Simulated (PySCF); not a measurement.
**Cd⁺ (cadmium, charge +1): UHF calculation**

Configuration: [Kr] 4d10 5s1, 2S determinant. Computed with PySCF 2.14 in x2c-QZVPPall, with scalar relativity by spin-free X2C-1e.

```
Total energy                        : -5591.118691 hartree
One-electron energy                 : -7692.9004 hartree
Hartree (Coulomb) energy            : 2255.0652 hartree
Exchange energy                     : -153.2835 hartree
⟨S²⟩                                : 0.7512
⟨L²⟩                                : 0.000
Sum of ⟨r⟩                          : 30.09 bohr
Sum of ⟨r²⟩                         : 38.47 bohr²
Langevin diamagnetic susceptibility : -30.5 ×10⁻⁶ cm³/mol
```

```csv
shell,electrons,mean orbital energy (hartree),"rms radius, mean of both spins (bohr)"
1s α,1,-986.90397,0.0348
1s β,1,-986.90133,0.0348
2s α,1,-150.03468,0.142
2s β,1,-150.03290,0.142
2p β,3,-134.46697,0.127
2p α,3,-134.46672,0.127
3s α,1,-29.62220,0.381
3s β,1,-29.61749,0.381
3p α,3,-24.37409,0.383
3p β,3,-24.37281,0.383
3d β,5,-16.15559,0.364
3d α,5,-16.15507,0.364
4s α,1,-5.06030,0.943
4s β,1,-5.05186,0.943
4p α,3,-3.43247,1.03
4p β,3,-3.43234,1.03
4d α,5,-1.03737,1.37
4d β,5,-1.03164,1.37
5s α,1,-0.57764,2.96
```

Densities and radii are taken from the X2C orbitals without a picture-change correction, which distorts them close to the nucleus.
